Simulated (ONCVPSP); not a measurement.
**krypton (Kr), ONCV: configuration errors across variants**

- Element: krypton
- Generator: ONCVPSP 4.0.1
- Type: optimised norm-conserving Vanderbilt (ONCV)
- Functional: PBE
- Relativity: scalar-relativistic
- Frozen core: [Ar]
- Valence charge: 18
- Reference configuration: 3d10 4s2 4p6
- Partial waves: 4s: rc 1.35 bohr, ncon 4, nbas 7, qcut 4.3 1/bohr, 1 projector; 4p: rc 1.30 bohr, ncon 4, nbas 7, qcut 6.7 1/bohr, 3 projectors, debl 0.4 Ha; 3d: rc 0.55 bohr, ncon 5, nbas 8, qcut 20 1/bohr, 3 projectors, debl 0.5 Ha
- Local potential: polynomial inside 0.45 bohr (lpopt 3, dvloc0 0 Ha)
- Core correction: Teter function, fcfact 2.25, rcfact 1.8

In the d channel the program set the typed energies aside and used -2.991, 0.250, 0.750 Ha.

All-electron excitation energies from the reference (eV): (1) 3d10 4s2 4p5 14.289; (2) 3d10 4s2 4p4 39.464; (3) 3d10 4s2 4p3 76.539.

1 further variants failed, have other tests or too few solved ones, and are left out.

A true bound ghost makes a file unfit for plane-wave use even where its test errors are small: the radial tests pick states by their node count and pass the ghost by.

Errors AE − PS in meV (a dash: test not solved or not reliable):

| change | (1) | (2) | (3) | bound ghosts | GHOST(+) flags above zero |
| --- | --- | --- | --- | --- | --- |
| base | -1.4 | +0.5 | +11 | s, p, d | d |
| local potential polynomial inside 0.45 bohr (lpopt 3, dvloc0 1.5 Ha) | -1.4 | +0.4 | +11 | s, p, d | d |
| core correction Teter function, fcfact 2.25, rcfact 1.58 | -1.9 | -1.9 | +6.9 | s, p, d | d |
| local potential polynomial inside 0.55 bohr (lpopt 2, dvloc0 2 Ha) | -1.8 | -2.0 | +3.0 | s, p | p, d |
| all radii but the core radius scaled by about 1.09 (s 1.48, p 1.42, d 0.60 bohr); local potential polynomial inside 0.50 bohr (lpopt 3, dvloc0 0 Ha) | -1.5 | +1.1 | +15 | s, p, d | p, d |

Problem. Give the same row for: p: rc 1.72.

Solution. -1.6, +0.3, +12; bound ghosts: s, p, d; GHOST(+) flags above zero: p, d.
